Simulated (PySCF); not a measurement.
SMILES C[Si](OB(O)O)([O][Al]([OH])[OH])C (C2H10AlBO6Si) at its GFN2-xTB optimised geometry (Å):

```
21

B     -0.3544     0.5330     0.0000
O     -1.0919    -0.6560     0.0086
O     -1.1098     1.6635     0.0000
O      0.9613     0.5330     0.0000
Si     2.0428    -0.7548    -0.0330
C      3.0294    -0.5325    -1.6408
C      3.0954    -0.5476     1.5351
O      1.1944    -2.1060    -0.0147
Al    -0.4965    -2.4814    -0.0663
O     -1.1700    -3.1126     1.3123
O     -1.1185    -2.8443    -1.5598
H     -2.0428    -0.5288    -0.0137
H     -0.6149     2.4814    -0.0077
H      3.8221    -1.2698    -1.7027
H      3.4880     0.4497    -1.6900
H      2.3977    -0.6530    -2.5156
H      2.5000    -0.6494     2.4372
H      3.8759    -1.2995     1.5684
H      3.5742     0.4257     1.5580
H     -1.0596    -3.4293     2.1935
H     -1.2017    -3.4152    -2.3052
```

Method: PBE0/def2-SVP run with PySCF. Cells within 0.4 Å of a nucleus heavier than hydrogen are left out (blank, or x).

Map of the electron localisation function on the plane z = 0.0 Å:

```
|000000000000000000000000000|
|000000000000000000000000000|
|000000000000000000000000000|
|000000000047740000000000000|
|000000000278883000000000000|
|000000011489984000000000000|
|000000345689981000000000000|
|000002578879840013100000000|
|000003689xx6610156510000000|
|000002688xx8722688620000000|
|000000246788226889730000000|
|00000000023xxx8xx8720000000|
|00000000013xx08xx8721100000|
|000016886688227788300220000|
|0000489996x8612562171131000|
|000048999xx6600120xxx041000|
|0000058877x86002405x4031000|
|000000224798313688100110000|
|000000001310007877862100000|
|0000000000077068xx873000000|
|00000000004xx428xx873000000|
|00000000001xx21888863000000|
|000000000100101566652000000|
|000000000110000233320000000|
|000000000011000000000000000|
|000000000000000000000000000|
|000000000000000000000000000|
```
Scale: ten equal steps from 0.000 (start of '0') to 0.993 (end of '9'), in the order '0123456789'; x runs from -4.50 to 4.50, y from -4.50 (bottom) to 4.50 (top).
